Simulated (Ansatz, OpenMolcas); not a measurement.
SiH2O2F2: a line through the functionals

SiH2O2F2: 7 atoms, total charge 0, spin state singlet. As SMILES, `O[Si](O)(F)F`. The coordinates come from a PBE0-D4/def2-TZVP relaxation. This is one conformer, not always the lowest.

The HOMO–LUMO gap y, in eV, basis def2-SVP; a is the functional's share of exact exchange. Programs: Ansatz 0.2.0, OpenMolcas 26.06.

```
functional     program     a  y (eV)
      TPSS  OpenMolcas     0    8.17
      BLYP  OpenMolcas     0    7.59
     B3LYP  OpenMolcas   0.2    9.95
      PBE0      Ansatz  0.25       ?
     BHLYP  OpenMolcas   0.5   13.30
```

Q: Fit y = c + s·a to the known rows and predict PBE0.

A: 
1. Means of the 4 rows: a = 0.1750, y = 9.752.
2. Σ(Δa)² = 0.1675, Σ(Δa·Δy) = 1.8133, so the slope is 1.8133/0.1675 = 10.826.
3. Intercept: 9.752 − (10.826) × 0.1750 = 7.857. The largest residual of the fit is 0.31.
4. PBE0: 7.857 + (10.826) × 0.25 = 10.56 eV.

The run gave 10.74 eV, so the prediction is off by -0.18 eV, within the largest residual. Exact exchange lowers occupied levels and raises empty ones. The rows mix families of semi-local functionals, which the line can't see.
